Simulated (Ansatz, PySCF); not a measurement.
Ga(AsH2)(F)2 (AsF2GaH2), SMILES [AsH2][Ga]([F])[F]. Atoms are numbered in the order given.

```xyz
6

Ga    -0.7844    -0.0084     0.0000
As     1.5997     0.0626     0.0000
H      1.6217    -0.9892     1.1042
H      1.6217    -0.9892    -1.1042
F     -1.7621     0.0095    -1.4495
F     -1.7621     0.0095     1.4495
```

Coordinates come from a PBE0-D3(BJ)/def2-SVP optimisation.

Vertical ionisation energy (IE) and electron affinity (EA) in eV. Rows of orbital energies are one-electron estimates. Where ΔSCF, EOM or ADC give a negative EA the extra electron is unbound and the value depends on the basis.

| level | IE | EA |
|---|---|---|
| −ε(HOMO), −ε(LUMO), B3LYP/def2-TZVP (PySCF) | 8.32 | 1.80 |
| −ε(HOMO), −ε(LUMO), PBE/def2-TZVP (PySCF) | 7.39 | 2.34 |
| ΔSCF, CAM-B3LYP/def2-SVPD (Ansatz), final states of multiplicity 2 and 2 | [?] | [?] |
| ΔSCF, PBE/def2-SVPD (Ansatz), final states of multiplicity 2 and 2 | 10.55 | 0.19 |

Task: Some entries are withheld; supply them. (Estimate from the structure and the level; the computed values follow.)

Result: 
- ΔSCF, CAM-B3LYP/def2-SVPD (Ansatz, a program for electronic structure), final states of multiplicity 2 and 2, IE: 10.90
- ΔSCF, CAM-B3LYP/def2-SVPD (Ansatz), final states of multiplicity 2 and 2, EA: 0.10

Task: What vertical singlet–triplet gap does ΔSCF give with CAM-B3LYP/def2-SVPD (Ansatz) and with PBE/def2-SVPD (Ansatz)? (Estimate from the structure and the level; the computed values follow.)

Result: 4.98 and 4.68 eV (triplet above singlet where positive).
